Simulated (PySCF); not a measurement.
Al(Me)(Cl) (CH3AlCl), SMILES [CH3][Al+][Cl], charge +1. Atoms are numbered in the order given.

```xyz
6

Al     0.0000     0.0000    -0.4109
C      0.0000     0.0000    -2.3218
H     -0.8933    -0.5158    -2.6800
H      0.8933    -0.5158    -2.6800
H      0.0000     1.0315    -2.6800
Cl     0.0000     0.0000     1.6066
```
Charge +1, spin multiplicity 1.

Geometry optimised at B3LYP-D3(BJ)/def2-TZVP. The multiplicity is an assumed one; other spin states were not compared. The isomer is the one that the SMILES or the coordinates give; other isomers of the formula were not compared.

Two levels are set side by side: PBE/pcJ-1 (PySCF) and B3LYP/pcJ-1 (PySCF). One-bond couplings, all four terms, same geometry. Isotopes: 13C, 1H, 27Al, 35Cl. Differences are taken from unrounded values.

```json
[
 {"quantity": "¹J(C2,H3) (Hz)", "B3LYP": "151.2"},
 {"quantity": "¹J(C2,H4) (Hz)", "B3LYP": "151.2"},
 {"quantity": "¹J(C2,H5) (Hz)", "B3LYP": "151.2"}
]
```

Q: What does PBE give, and how far is it from B3LYP? (The exact figures need the calculation; the answer reports its results.)

A: 
| quantity | PBE | PBE minus B3LYP |
|---|---|---|
| ¹J(C2,H3) (Hz) | 138.9 | -12.3 |
| ¹J(C2,H4) (Hz) | 138.9 | -12.3 |
| ¹J(C2,H5) (Hz) | 138.9 | -12.3 |

Rough cost on one machine, each run with all the roots and properties that it gave: B3LYP against PBE about 2 times.
